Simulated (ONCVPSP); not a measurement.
**Configuration tests for rhenium (Re) (ONCV)**

| Quantity | Value |
| --- | --- |
| Element | rhenium |
| Generator | ONCVPSP 4.0.1 |
| Type | optimised norm-conserving Vanderbilt (ONCV) |
| Functional | PBE |
| Relativity | scalar-relativistic |
| Frozen core | [Kr] 4d10 |
| Valence charge | 29 |
| Reference configuration | 4f14 5s2 5p6 5d5 6s2 |
| Partial waves | 5s+6s: rc 1.70 bohr, ncon 4, nbas 8, qcut 5.7 1/bohr, 3 projectors, debl 1.6 Ha; 5p: rc 1.35 bohr, ncon 4, nbas 7, qcut 6.8 1/bohr, 1 projector; 5d: rc 1.90 bohr, ncon 4, nbas 8, qcut 10.1 1/bohr, 2 projectors, debl 0.3 Ha; 4f: rc 1.10 bohr, ncon 5, nbas 10, qcut 16 1/bohr, 2 projectors, debl 2.4 Ha |
| Local potential | polynomial inside 1.10 bohr (lpopt 5, dvloc0 1 Ha) |
| Core correction | polynomial model core, fcfact 0.65 |

Energies are relative to the spin-unpolarised reference configuration 4f14 5s2 5p6 5d5 6s2; without spin polarisation the order of configurations can differ from experiment.

```csv
valence configuration,charge,ΔE all-electron (eV),error AE − PS (meV)
4f14 5s2 5p6 5d5 6s1,+1,9.248,-5.3
4f14 5s2 5p6 5d5 6s0,+2,25.571,-19
4f13 5s2 5p6 5d6 6s2,0,41.212,+392
```

(1) What are ΔE and the potential's error for 4f14 5s2 5p6 5d4 6s0?

Levels in the configuration 4f14 5s2 5p6 5d4 6s0:

| level | all-electron (eV) | pseudo (eV) |
| --- | --- | --- |
| 4f | -72.269 | -72.376 |
| 5s | -115.029 | -115.081 |
| 5p | -76.540 | -76.541 |
| 5d | -33.060 | -33.054 |

## Answers

(1) ΔE = 52.699 eV all-electron; the error (AE − PS) is -17 meV.
